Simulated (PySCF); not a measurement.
A structure optimised at PBE-D3(BJ)/def2-SVP, used in a PySCF frequency run:

```xyz
13

C     -0.2582    -2.6868     0.0000
N     -0.8911    -1.3872     0.0000
C     -0.1632    -0.3416     0.0000
C      1.3579    -0.0515     0.0000
O      1.1230     1.3986     0.0000
B     -0.2635     1.2410     0.0000
O     -1.2122     2.2033     0.0000
H     -0.6087    -3.2603     0.8851
H      0.8590    -2.6816     0.0000
H     -0.6087    -3.2603    -0.8851
H      1.9180    -0.3640    -0.9083
H      1.9180    -0.3640     0.9083
H     -0.8269     3.0999     0.0000
```
Charge 0, spin multiplicity 1.

Task: Write its SMILES, formula and point group.

Result: C/N=C1\COB1O, C3H6BNO2, Cs

Task: What are its rotational constants (standard atomic weights)?

Result: 5.5199, 1.7921, 1.3768 GHz
